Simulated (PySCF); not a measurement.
# Working out the excitation energy of Zr

Zr [Kr] 4d2 5s2 (3F) → Zr [Kr] 4d3 5s1 (5F). Computed with PySCF 2.14 in def2-TZVPPD with the def2 core potential (28 electrons), with a scalar-relativistic core potential. Frozen: 4s2 4p6. Energies in hartree (1 hartree = 27.21139 eV):

| part | Zr (lower) | Zr (upper) |
| --- | --- | --- |
| UHF | -46.444549 | -46.444373 |
| CCSD correlation | -0.057077 | -0.034659 |
| (T) | -0.002943 | -0.000776 |

Problem. What does Hartree-Fock give?

Solution. (-46.444373) − (-46.444549) = 0.000176 hartree = 0.005 eV.

Problem. What do CCSD and CCSD(T) give?

Solution. The CCSD correlation energies differ by 0.022418 hartree = 0.610 eV and the triples by 0.002167 hartree = 0.059 eV, so CCSD gives 0.615 eV and CCSD(T) 0.674 eV.

Measured between the centres of the two terms (NIST): 0.588 eV, so CCSD(T) (valence) is off by 0.086 eV.

What remains against the reference includes basis incompleteness, the frozen core and higher excitations.
